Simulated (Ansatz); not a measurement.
Harmonic frequencies (cm⁻¹) at PBE0-D4/def2-TZVP from Ansatz: 49, 123, 124, 155, 197, 231, 306, 528, 573, 668, 683, 781, 857, 1083, 1143, 1162, 1227, 1400, 1443, 1443, 1461, 1485, 1517, 3008, 3046, 3052, 3102, 3122, 3135, 3605.

Each molecule was computed in one conformer, which needn't be the lowest.

Q: Which molecule is it?
A. `C[CH2][Al]([NH2])[F]`
B. `C[NH][Al]([CH3])[F]`
C. `C[N](C)[AlH][F]`
D. `C[CH](C)[AlH][OH]`

A: B.
